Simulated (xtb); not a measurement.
CH4F2OSi, SMILES C[Si](F)(F)O. All values are semi-empirical tight-binding results from xtb (GFN2-xTB unless named), good for trends rather than for accurate numbers. Geometry optimised at GFN2-xTB. The values are those of a single conformer.

Optimised geometry:

Bonded distances (Å): C1–Si2 1.873, C1–H6 1.086, C1–H7 1.086, C1–H8 1.085, Si2–O3 1.604, Si2–F4 1.604, Si2–F5 1.604, O3–H9 0.955. Bond angles (°): Si2–C1–H6 111.2, Si2–C1–H7 110.9, Si2–C1–H8 111.2, H6–C1–H7 107.9, H6–C1–H8 107.7, H7–C1–H8 107.9, C1–Si2–O3 110.3, C1–Si2–F4 113.2, C1–Si2–F5 113.3, O3–Si2–F4 109.7, O3–Si2–F5 109.7, F4–Si2–F5 100.3, Si2–O3–H9 122.7.
Charge 0, spin multiplicity 1.

```json
{
 "point_group_as_xtb_finds_it": "Cs",
 "orbital_gap": "8.68 eV",
 "dipole_moment": "1.80 D",
 "zero_point_energy": "34.9 kcal/mol",
 "G − E(el) at 298.15 K (modified RRHO)": "15.3 kcal/mol",
 "static polarisability (D4 model)": "56.9 bohr³",
 "solvation energy, GFN2-xTB/ALPB(water)": "-5.3 kcal/mol",
 "solvation energy, GFN2-xTB/ALPB(acetonitrile)": "-4.8 kcal/mol"
}
```

Computed atomic charges and the Wiberg bond orders between heavy atoms:
charges (e) C1 -0.20, Si2 0.69, O3 -0.45, F4 -0.27, F5 -0.27, H6 0.06, H7 0.05, H8 0.06, H9 0.33. Bond orders C1–Si2 0.91, Si2–O3 1.21, Si2–F4 1.05, Si2–F5 1.05.
